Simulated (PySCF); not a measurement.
This PySCF input asks for the NMR shieldings of `InChI=1S/C4H9B2Cl/c7-6-4-2-1-3-5-6/h5H,1-4H2`; the geometry comes from GFN2-xTB.

```python
import basis_set_exchange as bse
import numpy as np
from pyscf import gto, dft
from pyscf.prop import nmr

atoms = """
Cl    2.782985    0.509784    1.672060
B     1.470877    0.497724    0.560171
B     0.255892    1.617819    0.433149
C    -1.187348    0.978070    0.350727
C    -1.180537   -0.541905    0.138255
C    -0.129467   -0.943797   -0.899584
C     1.291830   -0.813077   -0.330877
H     0.335888    2.778395    0.282636
H    -1.772104    1.216307    1.243590
H    -1.732603    1.446530   -0.474873
H    -0.956389   -1.048315    1.079769
H    -2.167623   -0.875184   -0.191479
H    -0.304391   -1.972608   -1.222785
H    -0.237812   -0.298820   -1.774693
H     2.011555   -0.845150   -1.153694
H     1.511648   -1.696829    0.276216
"""
names = dict.fromkeys(["Cl", "B", "C", "H"], "pcSseg-1")
basis = {el: gto.basis.parse(bse.get_basis(n, elements=[el], fmt="nwchem")) for el, n in names.items()}
mol = gto.M(atom=atoms, basis=basis, charge=0, verbose=0)
mf = dft.RKS(mol, xc="PBE0")
mf.grids.level = 2
mf.grids.alignment = dft.numint.BLKSIZE   # the property module wants whole blocks of grid points
mf.conv_tol = 1e-9
mf.kernel()

calc = nmr.RKS(mf)   # GIAO
C = mf.mo_coeff
Co = C[:, mf.mo_occ > 0]
resp = mf.gen_response(singlet=True, hermi=2)
def vind(x):   # induced exchange potential for any number of trial vectors
    d = np.einsum("pi,xij,qj->xpq", C, 2 * x.reshape(-1, C.shape[1], Co.shape[1]), Co, optimize=True)
    return np.einsum("xpq,pi,qj->xij", resp(d - d.transpose(0, 2, 1)), C, Co, optimize=True).ravel()
mo1, _ = nmr.rhf.solve_mo1(calc, with_cphf=vind)
sigma = calc.kernel(mo1)
for i, s in enumerate(sigma):   # ppm
    print("%2d %-2s %9.2f" % (i, mol.atom_pure_symbol(i), np.trace(s) / 3))
```

**Question.** What are the results?

**Answer.** 
```
 0 Cl    616.97
 1 B       8.61
 2 B      -3.79
 3 C     146.89
 4 C     154.68
 5 C     154.88
 6 C     148.65
 7 H      22.20
 8 H      29.86
 9 H      29.52
10 H      30.45
11 H      29.71
12 H      29.68
13 H      30.50
14 H      30.09
15 H      30.02
```

These numbers come from an equivalent density-fitted implementation of the same equations, which agrees with the script to about 0.01 ppm for H and up to a few tenths of a ppm for heavy atoms, so last digits may differ.

Size and cost of the density-fitted run: 171 basis functions, 46 s wall time on 1 thread of an Arm Neoverse N1, shared host; peak memory 0.77 GiB.
